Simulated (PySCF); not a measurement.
Coordinates in bohr (charge 0 multiplicity 2):
```
Hf    0.0000    0.0000    0.0000
F     3.6065    0.0000    0.0000
F    -1.8033    3.1233    0.0000
F    -1.8033   -3.1233    0.0000
```

Method: UPBE0/[Hf def2-SVP with ECP60, F def2-SVP], scalar-relativistic core potentials, density fitting, no spin–orbit coupling, PySCF.

This geometry of HfF₃ is a stationary point at this level.

(1) What is the point group?

(2) Is it a minimum?

(3) Which band is strongest in the infrared?

(4) What are the dipole moment and the gap between the highest occupied and lowest empty levels of either spin?

(5) What is the atomisation energy, with and without zero-point energy?

Answers

(1) D3h.

(2) Yes: all harmonic wavenumbers are real.

(3) 673 cm⁻¹ (e'), 278 km/mol.

(4) 0.00 D and 3.50 eV.

(5) 1955 kJ/mol without, 1941 kJ/mol with.

Other isomers or separated fragments may lie lower. With open d or f shells other occupations or spin states may lie lower. Spin–orbit coupling, left out here, can matter for elements this heavy.
